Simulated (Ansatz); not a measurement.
Steps of a relaxation of C3H7NSe (`CC[Se]C=N`) with RKS PBE0-D4/def2-TZVP.

```sh
$ ansatz run in.yaml --threads 4 --pin off --events-out ev --progress --plain --max-ram 10444MiB
```

```yaml
crystal:
  periodic: [false, false, false]
  atoms:
    - {symbol: C, position_ang: [-0.736315, -0.026746, 1.600190]}
    - {symbol: C, position_ang: [0.525001, 0.540308, 0.964644]}
    - {symbol: Se, position_ang: [1.337150, -0.637859, -0.402059]}
    - {symbol: C, position_ang: [0.148113, -0.174864, -1.855029]}
    - {symbol: N, position_ang: [0.090311, -0.674574, -3.024223]}
    - {symbol: H, position_ang: [-1.125338, 0.668908, 2.374276]}
    - {symbol: H, position_ang: [-1.537046, -0.177353, 0.848708]}
    - {symbol: H, position_ang: [-0.543124, -1.004679, 2.084196]}
    - {symbol: H, position_ang: [1.333442, 0.695222, 1.707180]}
    - {symbol: H, position_ang: [0.346057, 1.517555, 0.471194]}
    - {symbol: H, position_ang: [-0.540147, 0.655666, -1.574906]}
    - {symbol: H, position_ang: [0.778798, -1.436884, -3.160271]}
basis:
  gaussian: {orbitals: def2-TZVP}
hamiltonian: {xc: pbe0, dispersion: d4}
relax: {f_tol: 0.005, max_steps: 150}
```

Positions (Å) and forces (eV/Å) along the path, 8 of 8 steps:

```xyz
12
step=1 energy=-70052.8160 eV
C    -0.736   -0.027    1.600   -0.224   -0.113    0.100
C     0.525    0.540    0.965    0.209    0.255   -0.011
Se    1.337   -0.638   -0.402   -0.425    0.299   -0.075
C     0.148   -0.175   -1.855   -0.193   -0.037   -0.506
N     0.090   -0.675   -3.024    0.486    0.017    1.035
H    -1.125    0.669    2.374    0.200   -0.318   -0.374
H    -1.537   -0.177    0.849    0.399    0.072    0.350
H    -0.543   -1.005    2.084   -0.066    0.483   -0.250
H     1.333    0.695    1.707   -0.421   -0.101   -0.370
H     0.346    1.518    0.471    0.081   -0.510    0.243
H    -0.540    0.656   -1.575    0.381   -0.505   -0.230
H     0.779   -1.437   -3.160   -0.426    0.460    0.089
12
step=2 energy=-70052.8710 eV
C    -0.731   -0.029    1.579   -0.083   -0.005    0.063
C     0.525    0.540    0.954    0.108    0.032   -0.006
Se    1.328   -0.634   -0.396   -0.152    0.122   -0.041
C     0.143   -0.168   -1.830   -0.038    0.034   -0.047
N     0.089   -0.664   -2.986    0.154   -0.116    0.202
H    -1.120    0.658    2.344    0.047   -0.097   -0.107
H    -1.518   -0.181    0.831    0.114    0.020    0.099
H    -0.534   -0.996    2.057   -0.020    0.136   -0.072
H     1.321    0.689    1.692   -0.137   -0.013   -0.091
H     0.349    1.505    0.464    0.024   -0.145    0.078
H    -0.539    0.652   -1.561    0.119   -0.127   -0.049
H     0.763   -1.426   -3.115   -0.136    0.159   -0.028
12
step=3 energy=-70052.8736 eV
C    -0.730   -0.027    1.581   -0.003   -0.009   -0.007
C     0.526    0.537    0.958   -0.021    0.011   -0.047
Se    1.321   -0.623   -0.401    0.061   -0.007   -0.003
C     0.145   -0.166   -1.835   -0.090   -0.018    0.087
N     0.078   -0.680   -2.980    0.143    0.059   -0.033
H    -1.119    0.657    2.341    0.000    0.014    0.011
H    -1.511   -0.178    0.834   -0.017   -0.003   -0.013
H    -0.535   -0.989    2.056    0.001   -0.023    0.013
H     1.315    0.684    1.697    0.031   -0.011    0.000
H     0.352    1.500    0.476   -0.008    0.035    0.001
H    -0.536    0.647   -1.572   -0.030    0.012    0.002
H     0.769   -1.417   -3.122   -0.066   -0.059   -0.012
12
step=4 energy=-70052.8746 eV
C    -0.730   -0.028    1.582    0.009   -0.002   -0.008
C     0.524    0.537    0.955   -0.023   -0.016   -0.022
Se    1.319   -0.625   -0.400    0.010   -0.043    0.020
C     0.139   -0.172   -1.830    0.075    0.108   -0.031
N     0.094   -0.665   -2.985   -0.017   -0.080    0.037
H    -1.118    0.656    2.341   -0.010    0.024    0.024
H    -1.512   -0.183    0.838   -0.029   -0.005   -0.025
H    -0.531   -0.989    2.058    0.004   -0.035    0.019
H     1.314    0.686    1.691    0.039   -0.002    0.021
H     0.347    1.499    0.473   -0.008    0.042   -0.016
H    -0.529    0.655   -1.574   -0.052    0.005    0.019
H     0.759   -1.427   -3.116    0.001    0.005   -0.038
12
step=5 energy=-70052.8757 eV
C    -0.730   -0.028    1.579   -0.005   -0.002    0.004
C     0.526    0.538    0.954    0.008   -0.003   -0.003
Se    1.324   -0.624   -0.399   -0.004    0.010   -0.005
C     0.144   -0.167   -1.829   -0.030   -0.002   -0.011
N     0.089   -0.669   -2.981    0.035   -0.023    0.044
H    -1.118    0.656    2.340    0.001    0.000   -0.002
H    -1.513   -0.179    0.833    0.000    0.000    0.000
H    -0.534   -0.991    2.053    0.000    0.001   -0.001
H     1.316    0.683    1.692   -0.002    0.001    0.003
H     0.351    1.503    0.474    0.001   -0.002    0.001
H    -0.539    0.647   -1.566    0.015    0.000   -0.006
H     0.761   -1.425   -3.116   -0.018    0.018   -0.026
12
step=6 energy=-70052.8757 eV
C    -0.730   -0.027    1.578   -0.005   -0.001    0.001
C     0.526    0.538    0.954    0.005    0.000    0.002
Se    1.325   -0.626   -0.397   -0.008    0.011   -0.010
C     0.145   -0.168   -1.828   -0.026   -0.001   -0.001
N     0.088   -0.668   -2.980    0.025   -0.025    0.022
H    -1.118    0.657    2.339    0.001   -0.001   -0.002
H    -1.513   -0.180    0.833    0.004    0.001   -0.001
H    -0.533   -0.990    2.053   -0.003    0.001    0.001
H     1.314    0.685    1.693    0.004   -0.002    0.000
H     0.352    1.502    0.472   -0.003   -0.001    0.001
H    -0.538    0.644   -1.563    0.016    0.002   -0.002
H     0.760   -1.423   -3.121   -0.010    0.018   -0.012
12
step=7 energy=-70052.8758 eV
C    -0.730   -0.028    1.574    0.000    0.000   -0.001
C     0.528    0.541    0.956   -0.001   -0.002   -0.001
Se    1.331   -0.616   -0.399   -0.001    0.002    0.001
C     0.143   -0.169   -1.826    0.003    0.001    0.002
N     0.084   -0.675   -2.975    0.002   -0.003    0.000
H    -1.119    0.652    2.338    0.000    0.000   -0.001
H    -1.511   -0.175    0.826    0.004    0.001    0.000
H    -0.535   -0.994    2.044   -0.001    0.001    0.001
H     1.315    0.684    1.697    0.001   -0.002    0.001
H     0.354    1.508    0.480   -0.001    0.000   -0.001
H    -0.538    0.646   -1.563   -0.005    0.004    0.000
H     0.756   -1.428   -3.117   -0.001    0.000   -0.001
12
step=8 energy=-70052.8758 eV
C    -0.730   -0.028    1.574    0.000    0.000    0.000
C     0.528    0.541    0.956   -0.001    0.000    0.000
Se    1.332   -0.614   -0.400    0.001    0.000    0.000
C     0.142   -0.169   -1.826    0.002   -0.001    0.001
N     0.083   -0.676   -2.974   -0.001    0.001    0.000
H    -1.120    0.651    2.337    0.000    0.000   -0.001
H    -1.510   -0.175    0.824    0.001    0.000    0.000
H    -0.535   -0.994    2.043    0.000    0.001    0.001
H     1.316    0.683    1.698    0.000   -0.001    0.000
H     0.355    1.508    0.481    0.000    0.000    0.001
H    -0.539    0.646   -1.564   -0.002    0.001   -0.001
H     0.755   -1.429   -3.116    0.000   -0.001    0.000
```

Hardware: 4 threads of an Arm Neoverse V2 on a shared host. Wall time 30 s, peak host memory 0.62 GiB.
